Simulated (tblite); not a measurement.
Species: C8H7S (doublet state).
Z-matrix (Å and degrees, GFN2-xTB geometry), rows numbered from 1:
```
C 
C   1  1.3274
C   2  1.4538  1  123.66
C   3  1.3752  2  123.79  1    -2.72
C   4  1.3591  3  125.58  2  -179.96
C   5  1.3938  4  117.85  3    -0.30
C   6  1.3887  5  119.16  4     0.08
S   7  1.7744  6  117.90  5  -179.80
C   7  1.3847  6  121.07  5     0.16
H   1  1.0775  2  120.99  3     0.01
H   1  1.0762  2  121.98  3  -179.68
H   2  1.0825  1  120.53  3   179.80
H   5  1.0793  4  122.20  3   179.69
H   6  1.0795  5  120.54  4   179.97
H   8  1.3320  7   96.06  6   179.90
H   9  1.0819  3  118.82  2    -0.07
```

Computed geometry: GFN2-xTB, gas phase. This method treats the open shell by occupation alone, without spin polarisation.

Take the most abundant isotopes and a rigid rotor. The values belong to one conformer with, in the numbering `[CH2:1]=[CH:2][c:3]1[c:4][cH:5][cH:6][c:7]([SH:8])[cH:9]1`, C1–C2–C3–C4 -3°, C6–C7–S8–H 180°.

(1) Give the principal moments of inertia and the rotational constants in cm⁻¹.

(2) What kind of rotor is it?

(3) Is it planar, by Δ = Ic − Ia − Ib?

(4) Give the coordinates in the principal-axis frame, origin at the centre of mass.

(5) Where do the levels up to J = 3 lie, in MHz?

Answers

(1) Ia = 155.23, Ib = 600.22, Ic = 755.37 u·Å²; 505379 MHz·u·Å²/I gives 3256, 842.0 and 669.0 MHz, that is A = 0.10860, B = 0.02809, C = 0.02232 cm⁻¹.

(2) An asymmetric top; Ray's κ = -0.866.

(3) Not planar: Δ = Ic − Ia − Ib = -0.08 u·Å². For a rigid frame Δ = −2 Σ m c², so Σ m c² = 0.04 u·Å² lies off the ab plane: 0.01 from hydrogen and 0.03 from heavier atoms. The atom farthest from that plane is 0.08 Å away.

(4) The sense of each axis is arbitrary; atoms in the order of the calculation.
```
atom  mass (u)   a (Å)   b (Å)   c (Å)
  C1    12.000  -3.696   0.586  -0.033
  C2    12.000  -2.455   1.054   0.021
  C3    12.000  -1.273   0.208   0.015
  C4    12.000  -1.316  -1.166   0.008
  C5    12.000  -0.236  -1.991   0.003
  C6    12.000   1.029  -1.407  -0.001
  C7    12.000   1.136  -0.023   0.002
  S8    31.972   2.763   0.685  -0.009
  C9    12.000   0.008   0.780   0.012
 H10     1.008  -3.887  -0.474  -0.084
 H11     1.008  -4.552   1.237  -0.032
 H12     1.008  -2.272   2.120   0.069
 H13     1.008  -0.334  -3.066   0.002
 H14     1.008   1.917  -2.022  -0.005
 H15     1.008   2.364   1.955  -0.005
 H16     1.008   0.098   1.859   0.013
```

(5) Above 0(0,0):
J = 1: 1(0,1) 1511, 1(1,1) 3925, 1(1,0) 4098
J = 2: 2(0,2) 4524, 2(1,2) 6774, 2(1,1) 7293, 2(2,1) 14534, 2(2,0) 14543
J = 3: 3(0,3) 9022, 3(1,3) 11042, 3(1,2) 12079, 3(2,2) 19067, 3(2,1) 19111, 3(3,1) 31573, 3(3,0) 31573
Those of J = 1 are B + C, A + C and A + B.

For this open shell read J as N, the rotation without spin; fine and hyperfine splittings come on top. Its GFN2-xTB frequencies are all real (lowest 72 cm⁻¹). Constants of a rigid frame at the computed geometry: no zero-point averaging, no centrifugal distortion.

Time: 0.36 s wall. Hardware: an Arm Neoverse V2 with one thread, shared host with 96 logical CPUs at a one-minute load of 28. These figures are those of the optimisation.
